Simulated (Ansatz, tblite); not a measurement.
Cost and result up the ladder for In(OCMe2)H3 (C3H9InO) (14 atoms). Charge 0, multiplicity 1. Geometry: r2SCAN-D4/def2-SVP.

```xyz
14

In    1.419    2.241   -0.211
O    -0.322    0.719   -0.688
C    -0.518   -0.383   -0.181
C    -1.671   -1.223   -0.637
C     0.380   -0.917    0.895
H    -1.295   -2.193   -1.006
H    -2.325   -1.453    0.220
H    -2.238   -0.711   -1.424
H     0.417   -0.189    1.722
H     1.408   -0.973    0.499
H     0.069   -1.901    1.270
H     2.694    1.130   -0.644
H     1.053    2.369    1.492
H     0.929    3.484   -1.307
```

Ansatz on 2 threads of AMD EPYC 7R13 on a shared host; xTB runs through tblite on one thread. Times are rough, summed over both states, and most runs start from the orbitals of an earlier one. PBE0-D4/def2-TZVP serves as the yardstick here, not as an exact answer. The other state is a triplet.

In the def2 sets In takes a core potential; there is no spin–orbit coupling. The xTB rows come from tblite.

xTB has no spin-polarisation term.

```tsv
level	functions	wall time	vertical triplet (eV)	difference from PBE0-D4/def2-TZVP (eV)
GFN2-xTB	34	0.019 s	4.03	-0.06
GFN1-xTB	43	0.035 s	4.35	0.26
PBE-D4/def2-TZVP	228	12 s	3.96	-0.13
r2SCAN-D4/def2-TZVP	228	22 s	3.94	-0.15
PBE0-D4/def2-TZVP (with forces)	228	24 s	4.09	0.00
```
